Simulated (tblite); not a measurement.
Species: C9H14.
SMILES with atom numbers: `[CH2:1]1[CH2:2][CH:3]([C@:4]23[CH2:5][C@H:6]([CH2:7]2)[CH2:8]3)[CH2:9]1` (hydrogens: H10, H11 on C1; H12, H13 on C2; H14 on C3; H15, H16 on C5; H17 on C6; H18, H19 on C7; H20, H21 on C8; H22, H23 on C9)

Computed geometry: GFN2-xTB, gas phase.

**Question.** What internal coordinates does the optimisation give?

**Answer.** 
| bond | length (bohr) | order |
| --- | --- | --- |
| C1–C2, C1–C9 | 2.902 | single |
| C2–C3, C3–C9 | 2.914 | single |
| C3–C4 | 2.832 | single |
| C4–C5, C4–C7, C4–C8 | 2.917 | single |
| C5–C6, C6–C7, C6–C8 | 2.902 | single |
| C1–H10 | 2.056 | single |
| C1–H11 | 2.056 | single |
| C2–H12, C9–H23 | 2.056 | single |
| C2–H13, C9–H22 | 2.055 | single |
| C3–H14 | 2.066 | single |
| C5–H15 and 5 like bonds | 2.056 | single |
| C6–H17 | 2.050 | single |

Bonds in one row agree within 0.02 bohr and their mean is given. Orders are formal, as drawn. A selection of angles:
| angle | degrees |
| --- | --- |
| C2–C1–C9 | 89.6 |
| C2–C1–H10 | 115.9 |
| C2–C1–H11 | 112.8 |
| H10–C1–H11 | 108.8 |
| C1–C2–C3 | 89.5 |
| C1–C2–H12 | 116.3 |
| C1–C2–H13 | 112.9 |
| C3–C2–H12 | 115.9 |
| C3–C2–H13 | 112.4 |
| H12–C2–H13 | 108.9 |
| C2–C3–C4 | 116.9 |
| C2–C3–C9 | 89.2 |
| C2–C3–H14 | 111.9 |
| C4–C3–H14 | 109.0 |
| C3–C4–C5 | 127.1 |
| C5–C4–C7 | 86.9 |
| C4–C5–C6 | 74.5 |
| C4–C5–H15 | 116.8 |
| C6–C5–H15 | 116.9 |
| H15–C5–H16 | 110.9 |
| C5–C6–C7 | 87.5 |
| C5–C6–H17 | 127.0 |

Torsions: C9–C1–C2–C3 11° (synperiplanar); C1–C2–C3–C4 -131° (anticlinal); C2–C3–C4–C5 -69° (synclinal); C3–C4–C5–C6 -179° (antiperiplanar); C4–C5–C6–C7 44° (synclinal); C5–C6–C7–C4 -44° (synclinal); C5–C6–C8–C4 44° (synclinal); C2–C3–C9–C1 11° (synperiplanar); C2–C1–C9–C3 -11° (synperiplanar); C3–C4–C7–C6 179° (antiperiplanar); C3–C4–C8–C6 180° (antiperiplanar).

The 4-membered ring C4–C7–C6–C8 has internal angles of 74.5° to 87.5° (sum 323°, against 360° for a flat polygon); it is puckered, 0.31 Å rms from its mean plane, widest ring torsion 44°. Of the pairs four or more bonds apart, H16···H21 is among the closest relative to their van der Waals radii: 2.30 Å, 96 % of the sum of Bondi's values. The 11 C–C bonds span 1.499 Å (C3–C4, drawn single) to 1.544 Å (C4–C7, drawn single), a spread of 0.045 Å. The 4-membered ring C4–C5–C6–C7 has internal angles of 74.5° to 87.5° (sum 323°, against 360° for a flat polygon); it is puckered, 0.31 Å rms from its mean plane, widest ring torsion 44°. The 4-membered ring C4–C5–C6–C8 has internal angles of 74.5° to 87.5° (sum 323°, against 360° for a flat polygon); it is puckered, 0.31 Å rms from its mean plane, widest ring torsion 44°. The 4-membered ring C1–C2–C3–C9 has internal angles of 89.2° to 89.6°; it is puckered, 0.07 Å rms from its mean plane, widest ring torsion 11°.

Point group: Cs (every atom within 0.08 Å of its image). Its GFN2-xTB frequencies are all real (lowest 42 cm⁻¹). The numbers are those of one conformer.

Run on an Arm Neoverse V2 with one thread, no GPU, shared host. These figures are those of the optimisation.
